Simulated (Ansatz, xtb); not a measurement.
CH4AlF3O: 3 structures ranked

3 gas-phase structures of CH4AlF3O, from a drawn sample of its isomers (lower ones may exist). Each was relaxed with GFN2-xTB; where two conformers were screened, the lower at r2SCAN-D4/def2-SVP is listed:

A. a singlet given by its coordinates
B. `FC[OH+][AlH-]([F])[F]`, a singlet
C. `C[OH+][Al-]([F])([F])[F]`, a singlet

A (Å):

```xyz
10

C     0.4851    1.8076    0.1124
Al   -0.8996    1.6998    1.6467
F     0.1704    0.8472    2.6431
F    -1.6906    3.0239    2.2100
F    -1.7479    0.4496    0.8837
O     0.7755    0.3327    0.1296
H    -0.1362   -0.0430    0.0605
H     0.9817    0.1883    1.0856
H     1.4496    2.2936    0.2570
H     0.1781    2.0293   -0.9094
```

Close contacts (Å): C1–Al2 2.07, C1–O6 1.50, Al2–F3 1.69, Al2–F4 1.64, Al2–F5 1.69, C1–H9 1.09, C1–H10 1.09, O6–H7 0.99, O6–H8 0.99.

**Question.** Which do you expect lowest at r2SCAN-D4/def2-SVP, and how would the others follow?

**Answer.** Calculated order at r2SCAN-D4/def2-SVP: C (0.0), A (186.4), B (243.0) kJ/mol.

Energies above the lowest of each column, in kJ/mol; the last columns are at PBE0-D4/def2-SVP geometries:

```
structure  GFN2-xTB  HF/STO-3G  r2SCAN-D4/def2-SVP  PBE0-D4/def2-SVP  CCSD(T)/def2-SVP + ΔMP2/def2-TZVPP
        C       0.0        0.0                 0.0               0.0                                 0.0
        A     204.4      276.4               186.4             179.4                               203.7
        B     169.0      155.3               243.0             227.3                               255.7
```

Every level run on C puts it lowest or level with the lowest. Flexible structures stand in one conformer each, not always the lowest. ΔMP2 is the change of the MP2 energy from the smaller to the larger basis.

Programs: Ansatz 0.2.0, xtb 6.7.1.
